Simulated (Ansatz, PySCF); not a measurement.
In(Cl)(Me)(OMe) (C2H6ClInO), SMILES C[O][In]([CH3])[Cl]. Atoms are numbered in the order given.

```xyz
11

In    -0.0248     0.2824     0.0332
Cl    -0.4905    -0.9575     1.9917
C      0.7287     2.3083     0.0415
H      0.9438     2.6324    -0.9849
H      1.6423     2.3344     0.6508
H     -0.0338     2.9572     0.4939
O     -0.4386    -0.8638    -1.5588
C     -0.3001    -0.4497    -2.8913
H      0.3561    -1.1470    -3.4475
H     -1.2810    -0.4437    -3.4061
H      0.1333     0.5657    -3.0155
```

Geometry optimised at B3LYP-D3(BJ)/def2-SVP. The structure was generated by enumeration; whether it is a known compound was not checked. The def2 effective core potentials stand for the cores of In; spin–orbit coupling is left out. One conformer was computed; it need not be the lowest.

Two levels are set side by side: PBE-D3(BJ)/def2-SVP (Ansatz, a first-principles code) and B3LYP-D3(BJ)/def2-SVP (Ansatz). Each level has its own optimised geometry; the coordinates shown are those of the second. Frequencies come from the Hessian of PySCF at each geometry. Differences are taken from unrounded values.

```
quantity                            B3LYP-D3(BJ)
----------------------------------  ------------
mean bond length (Å)                       1.455
bond In1–Cl2 (Å)                           2.364
bond In1–C3 (Å)                            2.162
bond In1–O7 (Å)                            2.005
bond O7–C8 (Å)                             1.402
bond C3–H4 (Å)                             1.098
bond C3–H5 (Å)                             1.098
bond C3–H6 (Å)                             1.099
bond C8–H9 (Å)                             1.107
bond C8–H10 (Å)                            1.108
bond C8–H11 (Å)                            1.111
highest harmonic wavenumber (cm⁻¹)          3177
mean harmonic wavenumber (cm⁻¹)             1253
zero-point energy (kcal/mol)               48.35
```

### Question
What does PBE-D3(BJ) give, and how far is it from B3LYP-D3(BJ)? (The exact figures need the calculation; the answer reports its results.)

### Answer

| quantity | PBE-D3(BJ) | PBE-D3(BJ) minus B3LYP-D3(BJ) |
|---|---|---|
| mean bond length (Å) | 1.463 | 0.008 |
| bond In1–Cl2 (Å) | 2.368 | 0.004 |
| bond In1–C3 (Å) | 2.164 | 0.002 |
| bond In1–O7 (Å) | 2.023 | 0.018 |
| bond O7–C8 (Å) | 1.409 | 0.006 |
| bond C3–H4 (Å) | 1.105 | 0.007 |
| bond C3–H5 (Å) | 1.106 | 0.007 |
| bond C3–H6 (Å) | 1.106 | 0.007 |
| bond C8–H9 (Å) | 1.116 | 0.009 |
| bond C8–H10 (Å) | 1.116 | 0.008 |
| bond C8–H11 (Å) | 1.119 | 0.008 |
| highest harmonic wavenumber (cm⁻¹) | 3128 | -49 |
| mean harmonic wavenumber (cm⁻¹) | 1220 | -33 |
| zero-point energy (kcal/mol) | 47.07 | -1.27 |

Exact exchange shortens and stiffens bonds; PBE has none. Differences between two approximate levels are no errors against the true value.
